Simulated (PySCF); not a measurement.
silacyclobutane (C3H8Si), SMILES C1C[SiH2]C1. Atoms are numbered in the order given.

```xyz
12

C      1.3351     0.1831     0.0000
C      0.3986    -0.1530    -1.2047
Si    -1.0615     0.0565     0.0000
C      0.3986    -0.1530     1.2047
H      2.2971    -0.3568     0.0000
H      1.5711     1.2600     0.0000
H      0.5078    -1.2057    -1.5137
H      0.5057     0.4810    -2.0965
H     -1.6499     1.4296     0.0000
H     -2.1781    -0.9372     0.0000
H      0.5078    -1.2057     1.5137
H      0.5057     0.4810     2.0965
```
Charge 0, spin multiplicity 1.

The structure is a stationary point at B3LYP-D3(BJ)/def2-SVP.

Two levels are set side by side: PBE/pcSseg-1 (PySCF) and PBE0/pcSseg-1 (PySCF). GIAO shifts against TMS (²⁹Si), TMS (¹H), TMS (¹³C) at the same level; non-relativistic, no solvent, atoms listed together averaged. Differences are taken from unrounded values.

```tsv
quantity	PBE
δ(¹³C) of C1 (ppm)	30.5
δ(¹³C) of C2, C4 (ppm)	15.0
δ(²⁹Si) of Si3 (ppm)	-24.3
δ(¹H) of H9, H10 (ppm)	5.31
```

Q: These are the PBE values. What does PBE0 give? (The exact figures need the calculation; the answer reports its results.)

A: 
```csv
quantity,PBE0,PBE minus PBE0
δ(¹³C) of C1 (ppm),27.9,2.6
"δ(¹³C) of C2, C4 (ppm)",13.8,1.2
δ(²⁹Si) of Si3 (ppm),-22.6,-1.7
"δ(¹H) of H9, H10 (ppm)",5.15,0.16
```

Rough cost on one machine, each run with all the roots and properties that it gave: PBE0 against PBE within a factor of 2.
